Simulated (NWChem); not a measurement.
System meant: C3HF4 cation

The following NWChem deck was run.

```
start job
memory heap 200 mb stack 900 mb global 1100 mb
charge 1
geometry units angstroms noautoz
  F      0.207082    -2.702050    -0.097657
  C     -0.314873    -1.614895    -0.045874
  C     -0.825559    -0.455654     0.005964
  C      0.045264     0.866989     0.004155
  F      1.316493     0.544588    -0.060465
  F     -0.313221     1.559855    -1.038404
  F     -0.218991     1.500647     1.110570
  H     -1.925585    -0.343079     0.058293
end
basis spherical
  * library def2-svp
end
dft
  odft
  mult 2
  xc pbe0
  iterations 150
  mulliken
end
task dft energy
```

End of the output:

```
 Summary of "ao basis" -> "" (spherical)
 ------------------------------------------------------------------------------
       Tag                 Description            Shells   Functions and Types
 ---------------- ------------------------------  ------  ---------------------
 *                          def2-svp                  on all atoms

                                 NWChem DFT Module
                                 -----------------

 Summary of "ao basis" -> "ao basis" (spherical)
 ------------------------------------------------------------------------------
       Tag                 Description            Shells   Functions and Types
 ---------------- ------------------------------  ------  ---------------------
 F                          def2-svp                 6       14   3s2p1d
 C                          def2-svp                 6       14   3s2p1d
 H                          def2-svp                 3        5   2s1p

 Summary of "ao basis" -> "ao basis" (spherical)
 ------------------------------------------------------------------------------
       Tag                 Description            Shells   Functions and Types
 ---------------- ------------------------------  ------  ---------------------
 F                          def2-svp                 6       14   3s2p1d
 C                          def2-svp                 6       14   3s2p1d
 H                          def2-svp                 3        5   2s1p

      Symmetry analysis of basis
      --------------------------

        a'         68
        a"         35

  number of electrons :                   54
  multiplicity        :                    2
 ------------------------------------------------------------------------
  no. of electrons and multiplicity not compatible                  54
 ------------------------------------------------------------------------
 ------------------------------------------------------------------------
  current input line :
    24: task dft energy
 ------------------------------------------------------------------------
 ------------------------------------------------------------------------
 There is an error in the input file
 ------------------------------------------------------------------------
 For more information see the NWChem manual at https://nwchemgit.github.io

0: no. of electrons and multiplicity not compatible:Received an Error in Communication
```

Task: Find the fault in this run and fix the input.

Result: The program refused the input. Cause: the multiplicity doesn't fit the number of electrons (an even count wants an odd multiplicity, and the reverse). This input runs:
```
start job
memory heap 200 mb stack 900 mb global 1100 mb
charge 1
geometry units angstroms noautoz
  F      0.207082    -2.702050    -0.097657
  C     -0.314873    -1.614895    -0.045874
  C     -0.825559    -0.455654     0.005964
  C      0.045264     0.866989     0.004155
  F      1.316493     0.544588    -0.060465
  F     -0.313221     1.559855    -1.038404
  F     -0.218991     1.500647     1.110570
  H     -1.925585    -0.343079     0.058293
end
basis spherical
  F library def2-svp
  C library def2-svp
  H library def2-svp
end
dft
  xc pbe0
  iterations 150
  mulliken
end
task dft energy
```
It converges to -512.94166 Ha (PBE0/def2-SVP).
